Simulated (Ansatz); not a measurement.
Si₁₃H₂₀⁺, a cluster cut from cubic silicon. Charge 1, multiplicity 2. Geometry PBE-D4/def2-SVP, that of the neutral singlet; atoms count from 1.

```tsv
atom	x (Å)	y (Å)	z (Å)
Si1	2.4329	1.8705	-1.6542
Si2	-3.8251	-0.2685	0.2435
Si3	-0.4375	2.3825	0.7730
Si4	-0.6642	-0.3177	-2.0491
Si5	2.6319	-1.8720	-0.8028
Si6	-0.3537	-1.4428	1.5916
Si7	2.7453	0.7356	2.0186
Si8	-3.0056	-0.5286	-1.9509
Si9	0.0856	1.8315	-1.4546
Si10	3.3832	0.2770	-0.2024
Si11	-2.6893	-1.6753	1.7553
Si12	0.3962	0.7035	2.1962
Si13	0.2888	-1.9241	-0.6193
H14	2.9518	3.2442	-1.3061
H15	2.8310	1.5594	-3.0762
H16	-5.2951	-0.6136	0.2621
H17	-3.6829	1.1671	0.6757
H18	0.2480	3.6838	1.1169
H19	-1.9202	2.5742	0.9583
H20	-0.2046	-0.5908	-3.4640
H21	3.0461	-2.1838	-2.2197
H22	3.2445	-2.9044	0.1111
H23	0.3060	-2.4392	2.5188
H24	3.2694	2.0912	2.4251
H25	3.3425	-0.2996	2.9399
H26	-3.6664	0.4701	-2.8700
H27	-3.3729	-1.9155	-2.4219
H28	-0.5235	2.8486	-2.3927
H29	4.8903	0.3363	-0.3122
H30	-3.1520	-1.3978	3.1653
H31	-3.0445	-3.1033	1.4165
H32	-0.0119	0.9898	3.6236
H33	-0.2441	-3.2884	-0.9954
```

Single mean-field runs in def2-TZVP are fitted with def2-universal-jkfit.

**Question.** Estimate the Mulliken populations of the heavy atoms from the PBE0/def2-TZVP orbitals of Ansatz.

**Answer.** 
| atom | charge (e) | spin (α − β) |
| --- | --- | --- |
| Si1 | -0.01 | 0.04 |
| Si2 | -0.01 | 0.01 |
| Si3 | -0.04 | 0.00 |
| Si4 | -0.02 | 0.08 |
| Si5 | 0.01 | 0.14 |
| Si6 | -0.02 | 0.08 |
| Si7 | -0.01 | 0.04 |
| Si8 | 0.01 | 0.11 |
| Si9 | 0.00 | 0.04 |
| Si10 | -0.02 | 0.01 |
| Si11 | 0.01 | 0.11 |
| Si12 | 0.00 | 0.04 |
| Si13 | 0.00 | 0.10 |
Mulliken values depend strongly on the basis.

**Question.** Where does the spin sit?

**Answer.** Summed by element: Si 0.78, H 0.22, of 1 unpaired in all. Largest on single atoms: Si5 0.14, Si11 0.11, Si8 0.11.

**Question.** And the Mayer bond orders between heavy atoms (over 0.3)?

**Answer.** Si1–Si9 0.88 (2.36 Å); Si1–Si10 0.94 (2.36 Å); Si2–Si8 0.94 (2.36 Å); Si2–Si11 0.94 (2.36 Å); Si3–Si9 0.94 (2.35 Å); Si3–Si12 0.94 (2.35 Å); Si4–Si8 0.82 (2.35 Å); Si4–Si9 0.93 (2.35 Å); Si4–Si13 0.93 (2.35 Å); Si5–Si10 0.94 (2.35 Å); Si5–Si13 0.80 (2.35 Å); Si6–Si11 0.82 (2.35 Å); Si6–Si12 0.93 (2.35 Å); Si6–Si13 0.93 (2.35 Å); Si7–Si10 0.94 (2.36 Å); Si7–Si12 0.88 (2.36 Å).
